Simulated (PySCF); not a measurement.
**Co³⁺ (cobalt, charge +3) across methods**

[Ar] 3d6, high-spin 5D determinant. All numbers are calculated (PySCF 2.14, no relativity, point nucleus, in aug-cc-pVQZ).

| method | E (hartree) | mean ε 3p β (eV) | mean ε 3d α (eV) | mean ε 3d β (eV) | Σ⟨r²⟩ (bohr²) | ⟨S²⟩ |
| --- | --- | --- | --- | --- | --- | --- |
| LDA | -1377.947 | -100.26 | -47.484 | -43.080 | 13.13 | 6.001 |
| PBE0 | -1380.365 | -103.76 | -50.298 | -45.763 | 13.02 | 6.001 |
| UHF | -1379.45636 | -113.18 | -58.668 | -52.465 | 12.87 | 6.003 |
| r2SCANh | -1380.559 | -102.42 | -48.943 | -44.312 | 12.99 | 6.002 |
| PBE | -1380.305 | -100.09 | -47.219 | -43.136 | 13.11 | 6.001 |
| r2SCAN | -1380.560 | -101.08 | -47.762 | -43.265 | 13.01 | 6.002 |
| BHandHLYP | -1380.597 | -107.34 | -53.274 | -48.431 | 12.99 | 6.002 |
| M06-2X | -1380.574 | -107.48 | -53.496 | -48.388 | 12.98 | 6.003 |
